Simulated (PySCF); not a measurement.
## ZnBi: from constants to spectrum

LC-ωPBE constants of ZnBi, ⁴Σ⁻ (quartet), unpaired electrons σ ↑, π ↑↑ (PySCF, scalar-relativistic core potentials, basis sets Zn def2-SVP, Bi def2-SVP with ECP60; masses 63.9291 and 208.9804 u):

```
ωe              : 113.3 cm⁻¹
ωexe            : 1.39 cm⁻¹
Be              : 0.043501 cm⁻¹
αe              : 0.000431 cm⁻¹
D (centrifugal) : 2.57e-08 cm⁻¹
De to Zn + Bi   : 0.255 eV
```

Question: Give the vibrational terms G(v) and spacings up to v = 3.

Answer: G(v) = ωe(v+½) − ωexe(v+½)².

```json
{"v": "0", "G(v) (cm⁻¹)": "56", "G(v) − G(v−1)": "", "Bv (cm⁻¹)": "0.04329"}
{"v": "1", "G(v) (cm⁻¹)": "167", "G(v) − G(v−1)": "111", "Bv (cm⁻¹)": "0.04285"}
{"v": "2", "G(v) (cm⁻¹)": "275", "G(v) − G(v−1)": "108", "Bv (cm⁻¹)": "0.04242"}
{"v": "3", "G(v) (cm⁻¹)": "380", "G(v) − G(v−1)": "105", "Bv (cm⁻¹)": "0.04199"}
```

Question: How well does the Morse estimate ωe²/(4ωexe) reproduce De, and what is D0?

Answer: It gives 0.286 eV, 112 % of the computed De. D0 = De − G(0) = 0.255 − 0.007 = 0.248 eV.

The bond is weak. Basis-set superposition, not corrected here, can be much of De in a small basis, most of all at correlated wavefunction levels. Functionals without a dispersion term scatter widely for such bonds, and LDA overbinds them. These are scalar-relativistic numbers at best; spin–orbit coupling would shift them, the dissociation energy most. The state is the lowest determinant that a PBE0 search found; another state may lie lower at other levels.
